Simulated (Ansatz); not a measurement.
Cartesian coordinates in Å:
```
O 1.295 -1.289 -1.479
Ge -0.359 -0.648 -1.482
N -0.976 -0.436 0.244
Si -0.273 0.620 1.360
O 1.157 1.044 0.673
F -0.055 -0.123 2.754
H 1.864 -0.722 -0.949
H -1.217 -1.712 -2.170
H -0.387 0.728 -2.165
H -1.558 -1.183 0.591
H -1.038 1.838 1.699
H 1.547 1.883 0.924
```

The species carries charge 0 and has multiplicity 1.

Question: List the ωB97M-V/def2-TZVPP orbital energies in eV (Ansatz 0.2.0). (An estimate is asked.)

Answer: Ansatz gave: Occupied: -10866.98, -1808.29, -1362.75, -1210.48, -1210.47, -1210.47, -677.34, -526.71, -525.64, -394.30, -174.62, -149.16, -123.89, -123.87, -123.84, -103.32, -103.29, -103.24, -36.82, -36.73, -36.66, -36.61, -36.60, -35.94, -31.50, -29.93, -26.35, -19.08, -18.49, -17.11, -15.98, -15.54, -15.45, -14.99, -14.20, -13.35, -12.79, -12.65, -12.37, -11.83, -10.92, -10.34. Lowest empty: 1.91, 2.33, 2.68, 2.79, 3.59, 4.07, 4.16, 4.21.
